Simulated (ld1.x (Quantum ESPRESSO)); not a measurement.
## Configuration tests for La (TM)

```json
{"Element": "lanthanum", "Generator": "ld1.x (Quantum ESPRESSO) 7.5", "Type": "norm-conserving Troullier–Martins (Kleinman–Bylander form)", "Functional": "PBE", "Relativity": "fully relativistic", "Frozen core": "[Kr] 4d10", "Valence charge": "11", "Reference configuration": "4f0 5s2 5p6 5d1 6s2 6p0", "Partial waves": "5s (bound): rc 2.00 bohr; 5d (bound): rc 2.60 bohr; 4f (bound, empty): rc 1.40 bohr; 5p (bound): rc 2.95 bohr", "Local potential": "the p channel", "Core correction": "none"}
```

Open shells are filled in proportion to 2j + 1 (rel_dist='average').

Occupied shells without a wave of their own: 6s. They enter only through the test configuration that unscreens the potential.

Energies are relative to the spin-unpolarised reference configuration 4f0 5s2 5p6 5d1 6s2 6p0; without spin polarisation the order of configurations can differ from experiment. The p channel is local and has no spin–orbit splitting in the pseudo-atom. The frozen-core shift is the all-electron ΔE with the core orbitals held at their reference shape minus the fully relaxed ΔE.

(1) Give the all-electron excitation energy and the error of the potential for: 4f0 5s2 5p6 5d1 6s1 6p0; 4f0 5s2 5p6 5d1 6s0 6p0; 4f0 5s2 5p6 5d0 6s0 6p0; 4f1 5s2 5p6 5d0 6s1 6p0; 4f0 5s2 5p6 5d2 6s0 6p0; 4f0 5s2 5p6 5d2 6s1 6p0; 4f0 5s1 5p6 5d1 6s2 6p0.

Levels in the configuration 4f0 5s2 5p6 5d0 6s0 6p0:

```json
{"level": "5s j=1/2", "all-electron (eV)": "-61.605", "pseudo (eV)": "-61.456"}
{"level": "5p j=1/2", "all-electron (eV)": "-46.558", "pseudo (eV)": "-44.659"}
{"level": "5p j=3/2", "all-electron (eV)": "-43.913", "pseudo (eV)": "-44.659"}
```

A Bessel basis up to 400 Ry misses an occupied level by 0.20 Ry, so cutoffs and ghosts were not judged. The potential misses its own reference levels by up to 1.7 eV, so it is not fit for use.

Answers

(1)

```csv
valence configuration,charge,ΔE all-electron (eV),error AE − PS (meV),frozen-core shift (meV)
4f0 5s2 5p6 5d1 6s1 6p0,+1,5.966,-17,0.0
4f0 5s2 5p6 5d1 6s0 6p0,+2,16.852,-23,+0.5
4f0 5s2 5p6 5d0 6s0 6p0,+3,35.790,+16,+2.3
4f1 5s2 5p6 5d0 6s1 6p0,+1,6.271,+303,n/a
4f0 5s2 5p6 5d2 6s0 6p0,+1,6.038,-41,+0.3
4f0 5s2 5p6 5d2 6s1 6p0,0,0.796,-21,+0.1
4f0 5s1 5p6 5d1 6s2 6p0,+1,43.980,+1.5,+23
```

These tests converged, but a pseudo level misses the all-electron one widely, so the file describes the atom poorly there or has found another state: 4f0 5s2 5p6 5d1 6s0 6p0: empty 6p by 7.1 eV; 4f0 5s2 5p6 5d0 6s0 6p0: empty 6p by 11.4 eV; 4f0 5s1 5p6 5d1 6s2 6p0: empty 6p by 4.6 eV. The 6s level has no wave, so the channel is fitted at the deeper level alone: the likely source of the large errors.
